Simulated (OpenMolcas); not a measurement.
## Ionisation energies of iodine

```yaml
Program: OpenMolcas 26.06
Basis: ANO-RCC-VDZP [6s5p3d1f]
Scalar_Hamiltonian: DKH2, point nucleus
Spin-orbit_coupling: state interaction with AMFI integrals over the reference wave functions, term energies averaged over their components
```

Active shells in each charge state: the valence s, p shells, with orbitals averaged over the low states. Where CASPT2's correlated closed shells are named, they are those of the first ion.

A. CASSCF
B. SS-CASPT2, IPEA 0.25 Eh, imaginary shift 0.1 Eh (closed shells correlated: 4d)
C. SS-CASPT2, IPEA 0 Eh, imaginary shift 0.1 Eh (closed shells correlated: 4d)
D. SS-CASPT2, IPEA 0.25 Eh, imaginary shift 0.1 Eh (closed shells correlated: none)
E. SS-CASPT2, IPEA 0.25 Eh, imaginary shift 0.1 Eh (closed shells correlated: 4s 4p 4d)

Energies in eV between the lowest computed levels, named as in B; reference values from the NIST Atomic Spectra Database with their kind.

| From | To | A | B | C | D | E | Spin-orbit share in B | Reference |
| --- | --- | --- | --- | --- | --- | --- | --- | --- |
| I3+ 5s² 5p² ³P₀ | I4+ 5s² 5p ²P°_1/2 | 39.515 | 40.195 | 40.270 | 39.924 | 40.205 | +0.270 | 40.357 (measured) |
| I4+ 5s² 5p ²P°_1/2 | I5+ 5s² ¹S₀ | 50.126 | 50.884 | 50.961 | 50.582 | 50.908 | +0.954 | 51.520 (measured) |
| I5+ 5s² ¹S₀ | I6+ 5s ²S_1/2 | 73.052 | 73.769 | 73.775 | 73.087 | 73.831 | +0.000 | 74.400 (semi-empirical) |
| I6+ 5s ²S_1/2 | I7+ 4d¹⁰ ¹S₀ | 85.906 | 87.004 | 87.033 | 85.906 | 87.080 | +0.000 | 87.610 (semi-empirical) |

Steps that some method lacks are left out, and so are those with a state whose active s or d shell is doubly occupied in every root (s and p with five to eight electrons, d10) over a frozen core shell of the same l, since the two then mix freely.

Error against the reference values, in %:

```tsv
From	Reference	A	B	C	D	E
I3+	measured	-2.1	-0.4	-0.2	-1.1	-0.4
I4+	measured	-2.7	-1.2	-1.1	-1.8	-1.2
I5+	semi-empirical	-1.8	-0.8	-0.8	-1.8	-0.8
I6+	semi-empirical	-1.9	-0.7	-0.7	-1.9	-0.6
```

Mean absolute error over the 2 measured values: A 1.12 eV, B 0.40 eV, C 0.32 eV, D 0.69 eV, E 0.38 eV. C lies closest.

° marks odd parity.
